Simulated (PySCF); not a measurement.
**SMILES C1CCC=C=C([Se]C)CCC1, C10H16Se**

Molfile (atoms numbered from 1):
```
C10H16Se
     RDKit          3D

 27 27  0  0  0  0  0  0  0  0999 V2000
    4.0886   -0.5472   -0.5043 C   0  0  0  0  0  0  0  0  0  0  0  0
    2.3551   -0.7008   -1.3714 Se  0  0  0  0  0  2  0  0  0  0  0  0
    1.2366   -0.4990    0.1735 C   0  0  0  0  0  0  0  0  0  0  0  0
    0.2834   -1.3803    0.3631 C   0  0  0  0  0  0  0  0  0  0  0  0
   -0.8302   -2.0633    0.4603 C   0  0  0  0  0  0  0  0  0  0  0  0
   -2.0711   -1.6612   -0.3010 C   0  0  0  0  0  0  0  0  0  0  0  0
   -1.9835   -0.3305   -1.0496 C   0  0  0  0  0  0  0  0  0  0  0  0
   -2.2362    0.9319   -0.2213 C   0  0  0  0  0  0  0  0  0  0  0  0
   -1.2645    1.2926    0.9055 C   0  0  0  0  0  0  0  0  0  0  0  0
    0.1503    1.7375    0.4839 C   0  0  0  0  0  0  0  0  0  0  0  0
    1.2781    0.8029    0.9376 C   0  0  0  0  0  0  0  0  0  0  0  0
    4.1800    0.4057    0.0345 H   0  0  0  0  0  0  0  0  0  0  0  0
    4.8413   -0.5753   -1.3046 H   0  0  0  0  0  0  0  0  0  0  0  0
    4.2522   -1.3891    0.1811 H   0  0  0  0  0  0  0  0  0  0  0  0
   -0.8884   -2.9509    1.1028 H   0  0  0  0  0  0  0  0  0  0  0  0
   -2.3095   -2.4710   -1.0143 H   0  0  0  0  0  0  0  0  0  0  0  0
   -2.9227   -1.6402    0.4044 H   0  0  0  0  0  0  0  0  0  0  0  0
   -1.0096   -0.2654   -1.5643 H   0  0  0  0  0  0  0  0  0  0  0  0
   -2.7395   -0.3451   -1.8515 H   0  0  0  0  0  0  0  0  0  0  0  0
   -3.2469    0.8500    0.2174 H   0  0  0  0  0  0  0  0  0  0  0  0
   -2.2891    1.7878   -0.9177 H   0  0  0  0  0  0  0  0  0  0  0  0
   -1.7307    2.1130    1.4754 H   0  0  0  0  0  0  0  0  0  0  0  0
   -1.1963    0.4531    1.6161 H   0  0  0  0  0  0  0  0  0  0  0  0
    0.2104    1.8397   -0.6137 H   0  0  0  0  0  0  0  0  0  0  0  0
    0.3555    2.7430    0.8867 H   0  0  0  0  0  0  0  0  0  0  0  0
    2.2506    1.2956    0.7874 H   0  0  0  0  0  0  0  0  0  0  0  0
    1.1872    0.6043    2.0186 H   0  0  0  0  0  0  0  0  0  0  0  0
  1  2  1  0
  2  3  1  0
  3  4  2  0
  4  5  2  0
  5  6  1  0
  6  7  1  0
  7  8  1  0
  8  9  1  0
  9 10  1  0
 10 11  1  0
 11  3  1  0
  1 12  1  0
  1 13  1  0
  1 14  1  0
  5 15  1  0
  6 16  1  0
  6 17  1  0
  7 18  1  0
  7 19  1  0
  8 20  1  0
  8 21  1  0
  9 22  1  0
  9 23  1  0
 10 24  1  0
 10 25  1  0
 11 26  1  0
 11 27  1  0
M  END
```

Theory: TDDFT CAM-B3LYP/def2-SVP circular dichroism and optical rotation, one conformer, gas phase in PySCF. Geometry: PBE0-D3(BJ)/def2-SVP.

The calculation is non-relativistic, which matters for the atoms heavier than Zn. States above about 7.1 eV (minus the energy of the highest occupied orbital) lie near or above the ionisation threshold and depend on the basis. No stereocentre is labelled: unless the shape is locked (an allene, a helicene, a hindered biaryl), the mirror image is equally populated and a measured rotation or CD is zero.

(1) List the lowest 12 singlet excitations with oscillator and rotatory strengths.

Answers

(1) Rotatory strengths R in 10⁻⁴⁰ esu² cm², velocity form and length form (origin at the centre of mass); f in length form.
```
state  E (eV)  λ (nm)       f  R (velocity)  R (length)                                  main
    1    4.76     260   0.031          +7.8        +5.0      HOMO→LUMO 0.77, HOMO→LUMO+2 0.10
    2    5.23     237   0.001          -7.8       -10.0                      HOMO→LUMO+1 0.83
    3    5.50     225  0.0009          +6.6        +6.9    HOMO−1→LUMO 0.68, HOMO→LUMO+2 0.09
    4    5.97     208   0.033         -41.9       -47.9    HOMO→LUMO+2 0.63, HOMO−1→LUMO 0.12
    5    6.27     198  0.0007          -4.5        -5.6  HOMO−2→LUMO+1 0.58, HOMO−2→LUMO 0.19
    6    6.77     183   0.051         -38.9       -39.5  HOMO−2→LUMO 0.56, HOMO−2→LUMO+1 0.20
    7    6.92     179   0.777        -293.3      -298.9  HOMO−1→LUMO+1 0.67, HOMO−2→LUMO 0.13
    8    7.18     173   0.003         +14.7       +12.3    HOMO→LUMO+4 0.51, HOMO→LUMO+3 0.35
    9    7.52     165   0.211        +155.3      +157.1    HOMO→LUMO+7 0.34, HOMO→LUMO+6 0.13
   10    7.60     163   0.010          -5.2        -4.7                    HOMO−1→LUMO+2 0.69
   11    7.75     160   0.023         +62.6       +65.1                    HOMO−2→LUMO+2 0.70
   12    7.89     157   0.008          +4.5        +4.2    HOMO→LUMO+3 0.45, HOMO→LUMO+4 0.26
```

Among the states computed, the strongest CD band (largest |R|) is state 7. The largest dissymmetry factor in size, g = 4R/(D+G), with D and G the electric and magnetic dipole strengths, is -0.071 for state 2 (velocity form, f = 0.0009), among bands with |R| over 0.5. The mirror image has the same energies and oscillator strengths and all R with the opposite sign.
